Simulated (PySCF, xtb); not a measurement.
H10PSi3, SMILES [SiH3][PH+]([SiH3])[SiH3], charge +1.

Harmonic wavenumbers (cm⁻¹) from GFN2-xTB in xtb 6.7.1 at its own minimum, in rising order: 56, 58, 60, 74, 75, 110, 308, 410, 410, 477, 483, 484, 531, 531, 536, 696, 697, 706, 717, 717, 724, 725, 733, 743, 744, 753, 2289, 2289, 2290, 2299, 2312, 2312, 2314, 2315, 2320, 2368.

**Question.** What does PBE-D3(BJ)/def2-SVP run with PySCF give at its own minimum? (The exact figures need the calculation; the answer reports its results.)

**Answer.** 79, 86, 86, 94, 94, 111, 332, 427, 427, 464, 464, 495, 589, 589, 590, 742, 742, 811, 811, 845, 876, 876, 877, 882, 883, 883, 2197, 2197, 2198, 2233, 2233, 2234, 2235, 2236, 2236, 2391. Paired by order, the mean absolute difference is 67 cm⁻¹ and the zero-point energies are 51.0 and 52.2 kcal/mol.
